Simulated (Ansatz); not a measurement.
**Reading a saddle point**

A first-order saddle point of SiH2O2F2, singlet, PBE0-D4/def2-TZVP, with one imaginary mode of 795i cm⁻¹:

Si1  (-0.494, 0.050, 0.500)
O2  (0.983, -0.239, -0.510)
O3  (-1.288, -0.807, -0.507)
H4  (0.156, -0.715, -1.039)
F5  (-0.603, 1.621, 0.589)
F6  (-0.128, -0.411, 1.956)
H7  (1.375, 0.501, -0.990)
(Å)

Program: Ansatz 0.2.0. Basis: def2-TZVPP and def2-QZVPP. Cores are frozen in the correlated methods. Extrapolation: Hartree–Fock as exp(−7.88 √X), correlation as X^−2.97.

Which contacts change along the imaginary mode, and what lies on either side? (Judge from chemistry; the calculation decides.)

By the calculation: The step is SiH₂O₂F₂ ([OH][Si]([OH])([F])[F]) → SiOF₂ ([O][Si]([F])[F]) + H₂O (still joined by a long Si–O bond), with the molecules in contact on both sides. Shortening one way: O2–H4; lengthening the same way: Si1–O2, O3–H4.
```json
{"pair": "O2–H4", "one side (Å)": "2.81", "saddle (Å)": "1.09", "other side (Å)": "0.97"}
{"pair": "Si1–O2", "one side (Å)": "1.62", "saddle (Å)": "1.81", "other side (Å)": "1.88"}
{"pair": "O3–H4", "one side (Å)": "0.96", "saddle (Å)": "1.54", "other side (Å)": "2.42"}
```

Which side is lower, and how far does the saddle lie above each? (To be estimated.)

By the calculation: The side with Si1–O2, O3–H4 short is lower by 52.24 kcal/mol; the saddle lies 57.38 kcal/mol above it and 5.14 kcal/mol above the other (CCSD(T) at an estimated basis limit (MP2 extrapolated from triple and quadruple zeta, plus CCSD(T) − MP2 in triple zeta); electronic energies).

No T1 diagnostic of these runs exceeds 0.014.

Labels in which every atom is bracketed show which atoms are joined, not bond orders.

For scale, one of the runs: CCSD(T)/def2-TZVPP, 194 basis functions, launched by `ansatz run in.yaml --threads 4 --pin off --events-out ev --progress --plain --max-ram 9574MiB`. Time: 48 s of wall clock on 4 CPU threads of an Arm Neoverse V2; the host was shared. Peak host memory: 2.4 GiB.
